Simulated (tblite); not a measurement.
Species: C₅H₆BrF₃Si.
SMILES with atom numbers: `[F:1][C:2]1=[C:3]([SiH2:4][C@@H:5]([Br:6])[CH:7]([F:8])[F:9])[CH2:10]1` (hydrogens: H11, H12 on Si4; H13 on C5; H14 on C7; H15, H16 on C10)

Computed with GFN2-xTB (tblite), gas phase: L-BFGS steps from a force-field or distance-geometry start until the largest atomic force falls under 0.01 eV/Å.

Step 17: E = -916.3016 eV
```
atom  x, y, z in Å  |  force x, y, z in eV/Å
F1      2.7009   -0.3259   -1.6740   -0.050   0.071  -0.059
C2      2.1285    0.6100   -0.9527    0.067   0.087   0.204
C3      1.2965    0.9436    0.0007   -0.295  -0.320  -0.128
Si4    -0.4361    0.6636    0.5950   -0.218  -0.037  -0.090
C5     -0.6738   -1.2163    0.2258   -0.001   0.149  -0.030
Br6     0.2493   -2.3157    1.5511   -0.069   0.065  -0.081
C7     -2.1377   -1.5855    0.2017    0.063   0.042  -0.032
F8     -2.7917   -1.0756    1.2738    0.071  -0.105   0.051
F9     -2.7275   -0.9971   -0.8707    0.057  -0.093  -0.081
C10     2.2223    2.0281   -0.5535    0.030  -0.078   0.015
H11    -0.8006    0.8826    1.9849    0.173   0.048   0.096
H12    -1.3042    1.3847   -0.3488   -0.007  -0.032   0.110
H13    -0.2289   -1.4549   -0.7406   -0.093  -0.185   0.041
H14    -2.3373   -2.6693    0.1510   -0.046   0.088   0.048
H15     3.0518    2.3377    0.0585    0.127   0.239   0.110
H16     1.7809    2.7990   -1.1689    0.190   0.060  -0.174
```

Step 18: E = -916.3224 eV
```
atom  x, y, z in Å  |  force x, y, z in eV/Å
F1      2.7347   -0.3188   -1.6753   -0.037   0.049  -0.079
C2      2.1438    0.6141   -0.9670    0.056  -0.003   0.198
C3      1.2778    0.9370   -0.0424   -0.208  -0.127  -0.098
Si4    -0.4430    0.6748    0.5861   -0.146  -0.263  -0.085
C5     -0.6762   -1.2093    0.2336   -0.053   0.090  -0.077
Br6     0.2477   -2.3161    1.5530   -0.069   0.093  -0.073
C7     -2.1393   -1.5853    0.2052    0.039   0.036  -0.026
F8     -2.8038   -1.0804    1.2734    0.097  -0.070   0.052
F9     -2.7287   -1.0026   -0.8712    0.071  -0.089  -0.070
C10     2.2289    2.0260   -0.5535    0.003  -0.054  -0.015
H11    -0.7890    0.8691    1.9759    0.164   0.112   0.289
H12    -1.3500    1.3836   -0.3105   -0.085   0.079  -0.054
H13    -0.2306   -1.4485   -0.7322   -0.097  -0.193   0.025
H14    -2.3372   -2.6694    0.1578   -0.019   0.073   0.028
H15     3.0379    2.3341    0.0864    0.125   0.201   0.125
H16     1.8193    2.8006   -1.1861    0.157   0.066  -0.140
```

**Question.** Estimate the geometry and energy of step 19. (The exact step hangs on the optimiser's Hessian estimate; all steps are aligned on step 18, rigid shifts and turns removed.)

**Answer.** E = -916.3399 eV, largest force 0.418 eV/Å
```
atom  x, y, z in Å  |  force x, y, z in eV/Å
F1      2.7561   -0.3107   -1.6805    0.000   0.005  -0.095
C2      2.1584    0.6165   -0.9728    0.057  -0.075   0.179
C3      1.2605    0.9295   -0.0777   -0.094   0.104  -0.078
Si4    -0.4506    0.6813    0.5758   -0.106  -0.340  -0.007
C5     -0.6789   -1.2021    0.2380   -0.091  -0.036  -0.103
Br6     0.2447   -2.3148    1.5528   -0.059   0.112  -0.049
C7     -2.1397   -1.5847    0.2077   -0.009   0.013  -0.015
F8     -2.8122   -1.0864    1.2738    0.107  -0.016   0.049
F9     -2.7283   -1.0088   -0.8729    0.062  -0.069  -0.059
C10     2.2357    2.0230   -0.5508   -0.015   0.019  -0.019
H11    -0.7727    0.8602    1.9714    0.174   0.141   0.353
H12    -1.3905    1.3847   -0.2790   -0.132   0.143  -0.156
H13    -0.2343   -1.4489   -0.7254   -0.087  -0.178  -0.015
H14    -2.3377   -2.6682    0.1644    0.016   0.038   0.002
H15     3.0242    2.3409    0.1143    0.052   0.096   0.083
H16     1.8575    2.7975   -1.2058    0.125   0.042  -0.070
```

The energy changes by -0.0175 eV. The first-order estimate −F·Δx gives -0.0240 eV and the mean of the old and new forces, exact on a quadratic surface, -0.0175 eV. The step makes an angle of 71° with the force vector and moves no atom by more than 0.051 Å.

What follows is the cost of the whole relaxation. On one thread, Intel Xeon Platinum 8488C (x86_64), no GPU, on a shared host, this took 1.1 s.
